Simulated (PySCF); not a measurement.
SMILES [Si](Cl)(Cl)Cl, doublet (PBE0/def2-SVP optimised geometry):

```
4

Cl     1.368    -0.973     0.000
Si    -0.691    -0.973     0.000
Cl    -1.368     0.973     0.000
Cl    -1.369    -1.925     1.696
```

Level of theory: unrestricted PBE0/def2-TZVP (PySCF).

Question: What are the frontier orbital energies (α orbitals alone; a β orbital can be the lowest empty one) and the dipole moment?

Answer: HOMO-2 -9.84 eV, HOMO-1 -9.46 eV, HOMO -7.18 eV, LUMO -0.16 eV, LUMO+1 0.02 eV; dipole moment 0.63 D.

Meta-Löwdin charges at PBE0/def2-TZVP: Cl1 -0.24, Si2 0.72, Cl3 -0.24, Cl4 -0.24.
